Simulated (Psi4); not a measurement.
A dimer, H4Si ··· Cl2 (SMILES [SiH4] and ClCl); the first 5 atoms form monomer A.

```
7

Si     0.0000     0.0000     0.0000
H      0.6318     0.6582     1.1658
H     -0.6544     1.0213    -0.8486
H     -1.0120    -0.9724     0.4709
H      1.0346    -0.7071    -0.7881
Cl    -0.8553     2.9973     1.9963
Cl    -1.8879     4.6260     2.5752
```

What interaction energy does Psi4 with SAPT0/jun-cc-pVDZ, frozen core give, and which attractive term is the largest?

Total -0.88 kJ/mol: electrostatics -3.47, exchange 9.40, induction -1.98, dispersion -4.83. The most attractive term is dispersion.
